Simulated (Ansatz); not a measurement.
Relaxation of BClFH3O (7 atoms, charge 0, multiplicity 1), to a largest force component of 0.03 eV/Å in at most 50 steps.

All numbers below come from RHF/cc-pVDZ in Ansatz.

```xyz
7
Properties=species:S:1:pos:R:3
B -0.079 -0.254 0.097
O -0.072 -0.395 1.464
H -0.939 -0.509 1.823
F 1.105 -0.173 -0.491
H -1.076 -0.242 -0.558
Cl 0.005 2.707 0.904
H 0.410 1.751 1.721
```

Where does it end, and by what steps?

It converged. The force dipped under the threshold on the way, but the program's further checks kept it going. After 23 steps the energy has fallen by 0.230 eV; H5 moved furthest, 1.53 Å.

```
step  energy less start (eV)  largest force component (eV/Å)  accepted
   0                  0.0000                           1.046       yes
   1                 -0.0835                           0.656       yes
   2                 -0.1106                           0.867       yes
   3                 -0.1206                           0.722       yes
   4                 -0.1527                           0.249       yes
   5                 -0.1662                           0.219       yes
   6                 -0.1675                           0.276       yes
   7                 -0.1706                           0.579       yes
   8                 -0.1679                           0.805        no
   9                 -0.1836                           0.500       yes
  10                 -0.1929                           0.302       yes
  11                 -0.2022                           0.167       yes
  12                 -0.2085                           0.096       yes
  13                 -0.2183                           0.091       yes
  14                 -0.2070                           0.633        no
  15                 -0.2228                           0.042       yes
  16                 -0.2241                           0.231       yes
  17                 -0.2229                           0.302        no
  18                 -0.2264                           0.086       yes
  19                 -0.2281                           0.026       yes
  20                 -0.2284                           0.147       yes
  21                 -0.2291                           0.052       yes
  22                 -0.2294                           0.003       yes
  23                 -0.2295                           0.019       yes
```

```xyz
7
Properties=species:S:1:pos:R:3
B -0.111 -0.630 -0.061
O -0.451 0.181 0.958
H -1.152 -0.154 1.499
F 0.865 -0.219 -0.855
H -0.644 -1.678 -0.273
Cl 0.553 3.257 2.121
H 0.294 2.128 1.569
```

Whether the end is a true minimum wasn't checked by a vibrational analysis.

Time of the run: 42 s on 1 thread of Arm Neoverse V1 (shared host), peak memory 0.15 GiB.
